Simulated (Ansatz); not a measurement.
**Strength of the C–Ge bond: Ge(CH3)F3 → GeF3 + CH3**

Species: Ge(CH3)F3, singlet; GeF3 `[F][Ge]([F])[F]`, doublet; CH3 (methyl radical) `[CH3]`, doublet. 

Shapes, held fixed at every level: PBE0-D4/def2-TZVP. Programs: Ansatz 0.2.0. The zero-point and thermal change to 298 K, harmonic and unscaled (PBE0-D4/def2-TZVP), is -15.5 kJ/mol.

| level | kind | ΔH(298 K) (kJ/mol) | less CCSD(T)/def2-TZVPP |
| --- | --- | --- | --- |
| HF/def2-SVP | Hartree–Fock | +279.1 | -93.7 |
| SPW92/def2-TZVPP | LDA | +411.1 | +38.3 |
| BHLYP-D4/def2-TZVPP | global hybrid | +351.6 | -21.2 |
| wB97M-V/def2-TZVPP | range-separated hybrid | +365.4 | -7.4 |
| wB97X-V/def2-TZVPP | range-separated hybrid | +373.6 | +0.8 |
| CCSD(T)/def2-SVP | coupled cluster or CI | +363.0 | -9.8 |
| CCSD(T)/def2-TZVPP | coupled cluster or CI | +372.8 | 0.0 |

The highest level, CCSD(T)/def2-TZVPP, gives ΔH(298 K) = +372.8 kJ/mol; the levels span +279.1 to +411.1. The column of differences is taken from that level and isn't an error. Hartree–Fock misses the correlation of the pair that is broken and comes out low. No measured value is set beside it here. Open shells run unrestricted unless RO is named. Relativity is left out for Ge unless named. Correlated rows may include outer-core shells of Ge, which these sets cover unevenly.
